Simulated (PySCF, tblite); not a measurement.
A database entry of computed molecular properties. Lists by class give the value and the number of equivalent atoms.

```json
{
 "formula": "C5H12N2SSi",
 "smiles": "CC(C)([SiH2]N)SCC#N",
 "inchi": "InChI=1S/C5H12N2SSi/c1-5(2,9-7)8-4-3-6/h4,7,9H2,1-2H3",
 "charge": 0,
 "multiplicity": 1,
 "geometry_level": "GFN2-xTB",
 "atoms_angstrom": [
  ["C", -1.562, -0.527, 1.295],
  ["C", -0.737, -0.385, 0.027],
  ["C", -1.513, -0.94, -1.161],
  ["Si", -0.216, 1.431, -0.308],
  ["N", 0.793, 1.357, -1.691],
  ["S", 0.738, -1.502, 0.137],
  ["C", 1.784, -0.771, 1.466],
  ["C", 2.692, 0.187, 0.913],
  ["N", 3.402, 0.939, 0.423],
  ["H", -1.824, -1.569, 1.477],
  ["H", -1.035, -0.146, 2.168],
  ["H", -2.482, 0.047, 1.192],
  ["H", -1.768, -1.989, -1.005],
  ["H", -0.926, -0.859, -2.073],
  ["H", -2.435, -0.377, -1.293],
  ["H", -1.408, 2.186, -0.687],
  ["H", 0.338, 1.977, 0.943],
  ["H", 1.526, 0.663, -1.715],
  ["H", 1.14, 2.221, -2.075],
  ["H", 1.143, -0.32, 2.224],
  ["H", 2.341, -1.606, 1.895]
 ],
 "electronic_structure_code": "PySCF",
 "results": {
  "GFN2-xTB geometry": {
   "point_group": "C1",
   "rotational_constants_GHz": [1.467, 1.037, 0.786]
  },
  "PBE0/pcSseg-1 ground state and GIAO shieldings, non-relativistic": {
   "dipole_D": 2.8,
   "homo_eV": -6.95,
   "lumo_eV": -0.21,
   "shift_vs_computed_TMS_C_by_class_ppm": [
    [124.9, 1],
    [38.8, 1],
    [26.6, 2],
    [17.1, 1]
   ],
   "shift_vs_computed_TMS_H_by_class_ppm": [
    [4.73, 2],
    [2.99, 2],
    [1.4, 6],
    [0.81, 2]
   ],
   "shielding_other_nuclei_by_class_ppm": [
    ["N", -37.4, 1],
    ["N", 255.9, 1],
    ["Si", 379.2, 1],
    ["S", 410.3, 1]
   ],
   "charges_hirshfeld_e_by_atom": [-0.13, -0.06, -0.12, 0.35, -0.31, 0.04, -0.05, 0.08, -0.21, 0.04, 0.04, 0.04, 0.04, 0.04, 0.05, -0.08, -0.09, 0.1, 0.12, 0.07, 0.07]
  },
  "GFN2-xTB harmonic vibrations, gas phase": {
   "strongest_ir_bands_cm-1_km_per_mol_modes": [
    [589.7, 222.3, 1],
    [845.2, 311.5, 1],
    [925.9, 112.5, 1],
    [2182.6, 351.0, 1],
    [2289.4, 288.4, 1],
    [2394.2, 202.2, 1]
   ],
   "zpe_kcal_per_mol": 101.0
  }
 }
}
```

With B = h/(8π²I), that is 505.379 GHz u Å² over I, the principal moments of inertia are 344.6, 487.4 and 642.9 u Å² (most abundant isotopes); the inertial defect Ic − Ia − Ib is -189.1 u Å² (zero for a rigid planar frame, negative otherwise). The rotational constants make it an asymmetric top with κ = (2B − A − C)/(A − C) = -0.26, nearer the prolate limit (−1).

One conformer (not necessarily the lowest) at the GFN2-xTB geometry, without solvent or vibrations. NMR classes are plain means over equivalent atoms (diastereotopic ones count apart unless rotation or inversion swaps them), as if these changed places fast; in this geometry the members of some classes differ.

The values belong to the conformer `[CH3:1][C:2]([CH3:3])([SiH2:4][NH2:5])[S:6][CH2:7][C:8]#[N:9]`: C1–C2–Si4–N5 176°, C1–C2–S6–C7 -68°, C2–S6–C7–C8 -89°, H–N5–Si4–C2 -48°, H–N5–Si4–C2 176°.
